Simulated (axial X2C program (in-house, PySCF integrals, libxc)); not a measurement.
Excited states of BeI⁺ by EOM-EE-CCSD

Calculated with an axial X2C code built on PySCF integrals: two-component X2C with atomic mean-field Coulomb and Gaunt terms, Gaussian nuclei, basis I dyall-acv3z, Be dyall-acv3z with contracted cores.

R = 2.074 Å (near the PBE0 minimum at charge 1 of the determinant lowest at the starting distance; the state shown can have its own minimum elsewhere).

Hartree–Fock spinors of BeI⁺ (one of each Kramers pair; a window near the gap, which can cut inner shells):

```json
{"ω": "1/2", "occupied": "yes", "ε (eV)": "-30.22", "character": "65% I s, 15% Be p, 9% Be s"}
{"ω": "1/2", "occupied": "yes", "ε (eV)": "-18.76", "character": "67% I p, 15% Be s, 7% Be p"}
{"ω": "1/2", "occupied": "yes", "ε (eV)": "-16.43", "character": "73% I p, 12% Be p, 8% Be d"}
{"ω": "3/2", "occupied": "yes", "ε (eV)": "-15.78", "character": "72% I p, 14% Be p, 8% Be d"}
{"ω": "1/2", "occupied": "no", "ε (eV)": "-7.36", "character": "43% Be p, 39% Be s, 8% I p"}
{"ω": "1/2", "occupied": "no", "ε (eV)": "-4.39", "character": "64% Be p, 16% I d, 10% Be d"}
{"ω": "3/2", "occupied": "no", "ε (eV)": "-4.37", "character": "62% Be p, 17% I d, 11% Be d"}
{"ω": "1/2", "occupied": "no", "ε (eV)": "-2.42", "character": "80% Be s, 8% Be p, 5% I d"}
{"ω": "1/2", "occupied": "no", "ε (eV)": "-2.22", "character": "71% Be p, 14% Be d, 7% I s"}
{"ω": "3/2", "occupied": "no", "ε (eV)": "-1.88", "character": "87% Be p, 10% I p, 2% I d"}
```

Vertical excitation energies from the closed-shell determinant state of BeI⁺:

```
 Ω  excitation (eV)   cm⁻¹       hole of the leading pair    particle of the leading pair  weight of the pair (for Ω = 0 its time-reversed partner can hold as much again)  singles weight
 2            2.310  18630  72% I pπ, 15% Be pπ, 8% Be dπ  41% Be sσ, 37% Be pσ, 10% I pσ                                                                             0.92            0.93
 1            2.380  19198  72% I pπ, 15% Be pπ, 8% Be dπ   40% Be sσ, 38% Be pσ, 9% I pσ                                                                             0.90            0.92
0⁻            2.843  22934  69% I pπ, 11% Be pπ, 7% Be dπ  41% Be sσ, 37% Be pσ, 10% I pσ                                                                             0.46            0.93
0⁺            2.906  23435  72% I pπ, 12% Be pπ, 8% Be dπ  41% Be sσ, 37% Be pσ, 10% I pσ                                                                             0.46            0.92
 1            2.920  23549  68% I pπ, 11% Be pπ, 7% Be dπ   40% Be sσ, 38% Be pσ, 9% I pσ                                                                             0.90            0.92
0⁻            4.255  34321   60% I pσ, 15% Be sσ, 8% I pπ  41% Be sσ, 34% Be pσ, 11% I pσ                                                                             0.22            0.95
 1            4.256  34329   60% I pσ, 15% Be sσ, 8% I pπ  41% Be sσ, 34% Be pσ, 11% I pσ                                                                             0.42            0.94
 3            4.703  37928  72% I pπ, 15% Be pπ, 8% Be dπ    62% Be pπ, 19% I dπ, 9% I pπ                                                                             0.93            0.94
 2            4.767  38446  72% I pπ, 15% Be pπ, 8% Be dπ    65% Be pπ, 19% I dπ, 7% I pπ                                                                             0.88            0.93
```

This point took 11 s on 1 thread of Intel(R) Xeon(R) 6975P-C (Granite Rapids) (shared host).

Reference electrons by ω block (each with its −ω partner): 1/2: 18, 3/2: 8, 5/2: 2. 8 electrons of BeI⁺ correlated (inner shells frozen), 88 natural virtual spinors (a truncated set); levels can be off by some tenths of an eV. Roots sought by Ω: (0: 5, 1: 4, 2: 3, 3: 1); the list ends where they run out and leaves out roots under 60 % singles weight. The solver can skip a root, and states that need a further excitation, which the method places far too high, are missing though they may lie low or lowest. T1 of the reference 0.018 (Lee–Taylor). Number of frozen shells: I 4 s, 3 p, 2 d; Be 1 s.
